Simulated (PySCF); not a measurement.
**EPR parameters of [C8H7N]+**

Compound: C8H7N (charge +1 and doublet state).
Geometry (GFN2-xTB, Å), atoms numbered from 1 in this order:
```
atom  x, y, z in Å
N1     3.407    0.401    0.960
C2     2.703    0.007    0.158
C3     1.787   -0.518   -0.842
C4     0.396   -0.308   -0.411
C5    -0.608   -1.245   -0.233
C6    -1.774   -0.523    0.209
C7    -1.700    0.917   -0.333
C8    -0.200    0.976   -0.044
C9    -1.286    0.710    1.008
H10    1.995    0.046   -1.763
H11    2.011   -1.575   -1.011
H12   -0.550   -2.308   -0.387
H13   -2.720   -0.993    0.423
H14   -2.371    1.497   -0.930
H15    0.342    1.908   -0.063
H16   -1.440    1.017    2.020
```

The hyperfine couplings belong to this conformer and change with its torsions.

As a line formula: `N#CC[C+]1[CH][C@@H]2[C@@H]3[C@H]1[C@H]23` [radical] (charge +1).

Level of theory: UKS B3LYP, pcH-1 on C H N, non-relativistic, mean-field spin-orbit, GIAO (PySCF 2.14.0). Isolated species at its GFN2-xTB geometry (one conformer only). Couplings are sensitive to structure, and on GFN2-xTB geometries they can be far from those on DFT ones, by a factor of two or more for some ions and for spin on atoms past the first row. No stability test was run, so a lower SCF solution isn't excluded.

* g1, g2, g3: 2.00140, 2.00217, 2.00444
* g_iso: 2.00267
* Form of g: rhombic: the two nearest values differ by 25 % of g3 − g1
* ⟨S²⟩: 0.7530 (exact 0.7500)
* α and β electrons: 31, 30
* Total energy: -363.39528 Eh
* Basis functions: 295

Hyperfine couplings atom by atom, in MHz; T1 to T3 are the principal values of the dipolar part; ρ(0) is the spin density at the nucleus:

```tsv
atom	isotope	a_iso	T1	T2	T3	Mulliken spin population	ρ(0) (bohr⁻³)
N1	14N	-0.1	-0.6	-0.3	1.0	0.00	-0.0003
C2	13C	25.2	-2.1	-1.7	3.8	0.02	0.0224
C3	13C	-12.2	-1.8	0.5	1.3	-0.03	-0.0108
C4	13C	18.2	-32.3	-29.8	62.1	0.36	0.0162
C5	13C	18.8	-33.6	-31.6	65.3	0.38	0.0167
C6	13C	-12.3	-7.0	-5.0	12.0	0.01	-0.0109
C7	13C	87.5	-11.4	-10.9	22.3	0.08	0.0778
C8	13C	-12.6	-4.2	-2.2	6.4	-0.01	-0.0112
C9	13C	92.1	-14.3	-13.8	28.1	0.11	0.0819
H10	1H	60.4	-3.4	-2.2	5.5	0.02	0.0135
H11	1H	0.7	-3.0	-2.9	5.8	0.00	0.0002
H12	1H	-28.8	-16.8	-3.3	20.1	-0.02	-0.0064
H13	1H	-5.2	-4.0	-3.3	7.3	0.00	-0.0012
H14	1H	98.2	-5.6	-3.3	8.9	0.04	0.0220
H15	1H	-3.4	-3.1	-2.8	5.8	0.00	-0.0008
H16	1H	88.9	-6.8	-3.4	10.1	0.03	0.0199
```

The Mulliken spin populations are largest on C5 (+0.38), C4 (+0.36), C9 (+0.11) and C7 (+0.08).

The SMILES `N#CC[C+]1[CH][C@@H]2[C@@H]3[C@H]1[C@H]23` draws the unpaired electron on C5, whose computed spin population is only +0.38.

Axes: g1 points within 1° of the C7–C9 bond and g3 points within 1° of the C4–C5 bond.

Under fast tumbling the dipolar parts average out, and these isotropic splittings remain: 2 × 1H (H14/H16, I = 1/2, 3 lines) with 3.34 mT, 2 × 1H (H10/H11, I = 1/2, 3 lines) with 1.09 mT, 1 × 1H (H12, I = 1/2, 2 lines) with 1.03 mT, 1 × 1H (H13, I = 1/2, 2 lines) with 0.18 mT and 1 × 1H (H15, I = 1/2, 2 lines) with 0.12 mT.

Nuclei that the bonding pattern makes equivalent are averaged, as if the motion that swaps them (rotation, inversion, ring flip) were fast. The 1H value of +30.6 MHz is a mean of couplings from 0.7 to 60.4 MHz in this one geometry, not an average over conformers.

The 13C coupling of C7/C9 (mean 89.8 MHz) shows only in satellite lines or after enrichment, since that isotope makes up about 1.07 % of natural carbon.
